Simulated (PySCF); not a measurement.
A calculated (UHF, PySCF 2.14, pcseg-2, the non-relativistic Hamiltonian (point nucleus)) atom or ion has these occupied shells.

```json
{"shell": "1s", "electrons": "2", "orbital energy (eV)": "-154.34", "rms radius, mean of both spins (bohr)": "0.485"}
```

(1) Name the element and its charge.

Answers

(1) Be²⁺ (beryllium, charge +2), in 1s2, closed-shell 1S.
